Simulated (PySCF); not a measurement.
Zn(F)(SiMe3), SMILES C[Si](C)(C)[Zn][F] (C3H9FSiZn), GFN2-xTB optimised geometry.

```
15

Zn    -1.30    -1.76    -1.85
F     -3.08    -1.73    -1.84
Si    -0.30    -0.69     0.00
C     -0.94     1.12     0.00
C      1.61    -0.69     0.00
C     -0.93    -1.58     1.57
H     -0.70     1.62     0.93
H     -0.49     1.70    -0.81
H     -2.01     1.15    -0.13
H      2.01    -0.18    -0.87
H      2.01    -1.70     0.01
H      1.98    -0.18     0.88
H     -0.49    -2.57     1.67
H     -2.01    -1.71     1.54
H     -0.69    -1.02     2.47
```

Density from B3LYP/def2-TZVP run with PySCF at that geometry.

Minimum of the electron density along straight lines between bonded atoms, close to the bond critical point (lines longer than 1.1 times the sum of covalent radii, or with two minima, are not listed):

```json
[
 {"bond": "Zn1–F2", "length / Å": "1.781", "ρ at the minimum / e bohr⁻³": "0.121", "∇²ρ there / e bohr⁻⁵": "?", "position (fraction from the first atom)": "0.50"},
 {"bond": "Zn1–Si3", "length / Å": "2.360", "ρ at the minimum / e bohr⁻³": "?", "∇²ρ there / e bohr⁻⁵": "?", "position (fraction from the first atom)": "0.49"},
 {"bond": "Si3–C4", "length / Å": "1.915", "ρ at the minimum / e bohr⁻³": "0.115", "∇²ρ there / e bohr⁻⁵": "0.12", "position (fraction from the first atom)": "0.39"},
 {"bond": "Si3–C5", "length / Å": "1.912", "ρ at the minimum / e bohr⁻³": "0.116", "∇²ρ there / e bohr⁻⁵": "0.12", "position (fraction from the first atom)": "0.39"},
 {"bond": "Si3–C6", "length / Å": "1.915", "ρ at the minimum / e bohr⁻³": "0.115", "∇²ρ there / e bohr⁻⁵": "0.12", "position (fraction from the first atom)": "0.39"},
 {"bond": "C4–H7", "length / Å": "1.086", "ρ at the minimum / e bohr⁻³": "0.275", "∇²ρ there / e bohr⁻⁵": "-0.92", "position (fraction from the first atom)": "0.64"},
 {"bond": "C4–H8", "length / Å": "1.086", "ρ at the minimum / e bohr⁻³": "0.276", "∇²ρ there / e bohr⁻⁵": "-0.93", "position (fraction from the first atom)": "0.64"},
 {"bond": "C4–H9", "length / Å": "1.086", "ρ at the minimum / e bohr⁻³": "0.277", "∇²ρ there / e bohr⁻⁵": "-0.94", "position (fraction from the first atom)": "0.64"},
 {"bond": "C5–H10", "length / Å": "1.085", "ρ at the minimum / e bohr⁻³": "0.277", "∇²ρ there / e bohr⁻⁵": "-0.93", "position (fraction from the first atom)": "0.64"},
 {"bond": "C5–H11", "length / Å": "1.085", "ρ at the minimum / e bohr⁻³": "0.277", "∇²ρ there / e bohr⁻⁵": "-0.93", "position (fraction from the first atom)": "0.64"},
 {"bond": "C5–H12", "length / Å": "1.085", "ρ at the minimum / e bohr⁻³": "0.276", "∇²ρ there / e bohr⁻⁵": "-0.93", "position (fraction from the first atom)": "0.64"},
 {"bond": "C6–H13", "length / Å": "1.086", "ρ at the minimum / e bohr⁻³": "0.276", "∇²ρ there / e bohr⁻⁵": "-0.93", "position (fraction from the first atom)": "0.64"},
 {"bond": "C6–H14", "length / Å": "1.086", "ρ at the minimum / e bohr⁻³": "0.277", "∇²ρ there / e bohr⁻⁵": "-0.94", "position (fraction from the first atom)": "0.64"},
 {"bond": "C6–H15", "length / Å": "1.086", "ρ at the minimum / e bohr⁻³": "0.275", "∇²ρ there / e bohr⁻⁵": "-0.92", "position (fraction from the first atom)": "0.64"}
]
```

Q: Complete the blanks.

A: 
- Zn1–F2, ∇²ρ there / e bohr⁻⁵: 0.80
- Zn1–Si3, ρ at the minimum / e bohr⁻³: 0.071
- Zn1–Si3, ∇²ρ there / e bohr⁻⁵: -0.03
